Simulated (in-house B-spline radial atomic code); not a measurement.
Neutral zinc: [Ar] 3d10 4s1 5d1 (an excited or competing configuration)

Computed with an all-electron radial atomic-structure program (B-spline basis): non-relativistic Hartree-Fock with fractional occupations, spin-polarised, spherical fractional occupations, point nucleus.

Screening seen three ways: the hydrogenic charge with the same mean radius, Z_r = [3n² - l(l+1)]/(2<r>), the one with the same energy, Z_e = n√(-2ε), and Slater's rules. Values are occupation-weighted means over spin.

```csv
shell,electrons,ε (eV),<r> (bohr),Z_r,Z_e,Slater
1s,2,-9621.9,0.05108,29.36,26.59,29.70
2s,2,-1215,0.2288,26.23,18.90,25.85
2p,6,-1067.1,0.1995,25.06,17.71,25.85
3s,2,-161.34,0.691,19.54,10.33,18.75
3p,6,-112.49,0.7197,17.37,8.63,18.75
3d,10,-29.317,0.8684,12.09,4.40,8.85
4s,1,-15.386,2.567,9.35,4.25,4.70
5d,1,-0.1457,27.83,1.24,0.52,1.00
```

The least bound orbital is 5d up at -0.1457 eV, and it is also the most diffuse (<r> = 27.83 bohr).

Caution: exact exchange at fractional occupations of open shells leaves self-interaction of up to several eV.
